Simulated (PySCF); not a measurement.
C5H11F3Si, SMILES CC(C)(C)C[Si](F)(F)F at its GFN2-xTB optimised geometry (Å):

```
20

C      2.2284     0.1411     1.0646
C      0.7309    -0.0174     1.3447
C      0.5191    -1.2167     2.2696
C      0.2050     1.2515     2.0156
C      0.0079    -0.2491     0.0000
Si    -1.8701    -0.2491     0.0000
F     -2.6223    -0.9894     1.1889
F     -2.5350     1.1951     0.0000
F     -2.4667    -0.9469    -1.2989
H      2.7752     0.2749     1.9950
H      2.4144     1.0078     0.4340
H      2.6223    -0.7399     0.5625
H     -0.5336    -1.3518     2.5002
H      0.8897    -2.1288     1.8067
H      1.0548    -1.0685     3.2045
H      0.7691     1.4621     2.9213
H     -0.8426     1.1400     2.2869
H      0.2966     2.1058     1.3486
H      0.3363     0.5273    -0.6977
H      0.3616    -1.1951    -0.4186
```

Level of theory: PySCF with PBE/def2-SVP. Cells within 0.4 Å of a nucleus heavier than hydrogen are left out (blank, or x).

Map of the HOMO−1 amplitude (bohr^(-3/2)) on the plane z = 0.0 Å; orbital energy -8.10 eV, overall sign arbitrary:

```
|5555555555555555555555555|
|5555555555555455555555555|
|5555555555444444455555555|
|5555555554444444444455555|
|5555555544444444444444555|
|5555555544444444444444455|
|5555455554444444444444445|
|5554445554443344333344445|
|5544446654444343322334444|
|55443xx854443343210134444|
|554442x654433343200134445|
|5544444544321244322344445|
|5554445xx431x455444555555|
|5555555xx445x865567665555|
|5555555555579976677765555|
|5555555555578976667665555|
|5555555555567766666655555|
|5555555555556665555555555|
|5555555555555555555555555|
|5555555555555555555555555|
|5555555555555555555555555|
|5555555555555555555555555|
|5555555555555555555555555|
|5555555555555555555555555|
|5555555555555555555555555|
```
Scale: ten equal steps from -0.061 (start of '0') to 0.060 (end of '9'), in the order '0123456789'; x runs from -5.00 to 5.00, y from -5.00 (bottom) to 5.00 (top).
